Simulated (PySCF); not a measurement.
Correlation energy of As²⁺ (arsenic, charge +2)

[Ar] 3d10 4s2 4p1, 2P determinant. All numbers are calculated (PySCF 2.14, no relativity, point nucleus, in def2-QZVPPD (12s7p5d4f1g, 95 functions)). Frozen: [Ne]; 21 electrons correlated.

MP2 pair energies summed by pair of shells (mhartree):

```json
{"pair": "3d-3d", "energy": "-322.33", "share (%)": "47.8"}
{"pair": "3p-3d", "energy": "-131.49", "share (%)": "19.5"}
{"pair": "3d-4s", "energy": "-50.28", "share (%)": "7.5"}
{"pair": "3p-3p", "energy": "-45.10", "share (%)": "6.7"}
{"pair": "3s-3d", "energy": "-36.74", "share (%)": "5.4"}
{"pair": "4s-4s", "energy": "-23.77", "share (%)": "3.5"}
{"pair": "4s-4p", "energy": "-19.44", "share (%)": "2.9"}
{"pair": "3s-3p", "energy": "-15.85", "share (%)": "2.3"}
{"pair": "3d-4p", "energy": "-14.92", "share (%)": "2.2"}
{"pair": "3p-4s", "energy": "-7.61", "share (%)": "1.1"}
{"pair": "3s-3s", "energy": "-3.32", "share (%)": "0.5"}
{"pair": "3p-4p", "energy": "-2.27", "share (%)": "0.3"}
{"pair": "3s-4s", "energy": "-1.14", "share (%)": "0.2"}
{"pair": "3s-4p", "energy": "-0.38", "share (%)": "0.1"}
```

Total MP2 correlation energy: -674.63 mhartree.

Same-spin part -224.25 and opposite-spin part -450.38 mhartree; SCS-MP2 scales them by 1/3 and 6/5 to -615.20 mhartree.

This basis was not built for core-valence correlation, so the inner-shell part is incomplete.
